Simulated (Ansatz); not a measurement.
Job for Ansatz (an electronic-structure program): R-CCSD(T)/aug-cc-pV(D+d)Z on CH5NOSi (a complex). Files ending in .json are basis or fitting sets from the Basis Set Exchange.

Ansatz 0.2 input:
```yaml
crystal:
  periodic: [false, false, false]
  atoms:
    - {symbol: C, position_ang: [-1.24173655, 1.04102897, 0.17973314]}
    - {symbol: N, position_ang: [-1.98824096, 1.38178261, -0.62158182]}
    - {symbol: H, position_ang: [-0.54110061, 0.72179297, 0.93158787]}
    - {symbol: O, position_ang: [0.74738692, 0.10192979, 2.37386267]}
    - {symbol: Si, position_ang: [0.30835326, -0.82291889, 3.68772311]}
    - {symbol: H, position_ang: [1.66674868, 0.36897394, 2.29094090]}
    - {symbol: H, position_ang: [1.05209503, -2.10339029, 3.70245523]}
    - {symbol: H, position_ang: [-1.13649673, -1.06119779, 3.51609245]}
    - {symbol: H, position_ang: [0.57244258, -0.09987054, 4.95279636]}
basis:
  gaussian:
    orbitals: aug-cc-pV_D+d_Z.json
magnetization: {spin_polarized: false}
correlation: {method: ccsd_t, electrons: outside_noble_gas}
scf: {lower_state_search: off}
```

Program output:

```
Functional definition: HF
[...]
these checks for a lower state are left out or cut short: stability, starts, cluster_reference, orbital_swaps, neighbouring_geometries, increment
integrals: 0.39 GiB planned
1454 factors; integrals over basis functions are off by at most 7.9e-4 eV
mean field: 0.46 GiB planned
mean field evaluation 1: about -12487.8044 eV, gradient 4.2e1 eV
mean field evaluation 2: about -12487.9199 eV, gradient 4.2e1 eV
mean field evaluation 4: about -12491.8718 eV, gradient 4.1e0 eV
mean field evaluation 8: about -12491.9375 eV, gradient 3.4e-1 eV
mean field -12491.93803591 eV, -459.0702554801 hartree, gradient 1.3e-6 eV, S^2 0.000000; 0 other end points of the search recorded, 0 dependent functions left out
8 core orbitals not correlated
reference -12491.93803591 eV, -459.0702554801 hartree; 12, 12 occupied and 126, 126 virtual orbitals, 1454 factors
second order -16.65789533 eV of doubles, -0.00000000 eV of singles
coupled cluster: 1.07 GiB planned
cycle   1  -16.96455884 eV  change   -3.1e-1 eV  update   1.1e-1
cycle   2  -17.51072771 eV  change   -5.5e-1 eV  update   3.2e-2
cycle   3  -17.64312955 eV  change   -1.3e-1 eV  update   1.5e-2
cycle   4  -17.63807475 eV  change    5.1e-3 eV  update   4.0e-3
cycle   5  -17.64135511 eV  change   -3.3e-3 eV  update   1.6e-3
cycle   6  -17.64231552 eV  change   -9.6e-4 eV  update   3.9e-4
cycle   7  -17.64230153 eV  change    1.4e-5 eV  update   1.3e-4
cycle   8  -17.64235429 eV  change   -5.3e-5 eV  update   3.8e-5
cycle   9  -17.64237719 eV  change   -2.3e-5 eV  update   1.3e-5
perturbative correction -0.60323703 eV, -0.0221685519 hartree
Total energy: -12510.18365013 eV, -459.7407694351 hartree
Checks for a lower state left out: stability, starts, cluster_reference, orbital_swaps, neighbouring_geometries, increment
```

The calculation finished and met its thresholds.

Cost: around 40 core-seconds (rough).
